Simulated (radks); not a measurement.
Valence configurations of Pt+ (all share [Xe]). All-electron calculation, scalar-relativistic Kohn-Sham, PBEsol, spin-polarised, spherical densities, finite nucleus; open shells are filled with parallel spins first (spin-orbit coupling, left out, can overturn this in heavy ions); Fermi nuclear charge, rms radius 5.427 fm. Program: a radial shooting solver on a logarithmic mesh with Libxc functionals. Energies are relative to 4f14 5d9; eigenvalues in eV for spin up.

[
 {"valence": "4f14 5d9", "E (eV)": "0.000", "moment (Bohr magnetons)": "1", "e(4f)": "-78.374", "e(5d)": "-14.620", "e(6p)": "-", "e(6s)": "-"},
 {"valence": "4f14 5d8.5 6s0.5", "E (eV)": "0.465", "moment (Bohr magnetons)": "2", "e(4f)": "-79.949", "e(5d)": "-15.910", "e(6p)": "-", "e(6s)": "-13.892"},
 {"valence": "4f14 5d7 6p2", "E (eV)": "17.258", "moment (Bohr magnetons)": "5", "e(4f)": "-88.244", "e(5d)": "-22.729", "e(6p)": "-10.246", "e(6s)": "-"},
 {"valence": "4f13.5 5d9.5", "E (eV)": "33.282", "moment (Bohr magnetons)": "1", "e(4f)": "-84.082", "e(5d)": "-15.032", "e(6p)": "-", "e(6s)": "-"},
 {"valence": "4f13.5 5d9 6s0.5", "E (eV)": "34.106", "moment (Bohr magnetons)": "2", "e(4f)": "-85.716", "e(5d)": "-16.375", "e(6p)": "-", "e(6s)": "-13.884"},
 {"valence": "4f13.5 5d8 6s0.5 6p1", "E (eV)": "43.167", "moment (Bohr magnetons)": "4", "e(4f)": "-90.818", "e(5d)": "-20.596", "e(6p)": "-9.075", "e(6s)": "-16.499"},
 {"valence": "4f13 5d10", "E (eV)": "68.843", "moment (Bohr magnetons)": "1", "e(4f)": "-89.887", "e(5d)": "-15.441", "e(6p)": "-", "e(6s)": "-"},
 {"valence": "4f13 5d9 6s1", "E (eV)": "71.235", "moment (Bohr magnetons)": "3", "e(4f)": "-93.310", "e(5d)": "-18.233", "e(6p)": "-", "e(6s)": "-14.698"},
 {"valence": "4f13 5d8 6s0.5 6p1.5", "E (eV)": "85.425", "moment (Bohr magnetons)": "5", "e(4f)": "-99.432", "e(5d)": "-23.301", "e(6p)": "-9.921", "e(6s)": "-17.760"},
 {"valence": "4f12.5 5d9 6s0.5 6p1", "E (eV)": "118.92", "moment (Bohr magnetons)": "4", "e(4f)": "-102.89", "e(5d)": "-21.750", "e(6p)": "-9.098", "e(6s)": "-16.591"}
]

NIST lists [Xe] 4f14 5d9 as the ground configuration; this level of theory agrees among the configurations tried. The energies are those of spherical high-spin densities, not of single terms.
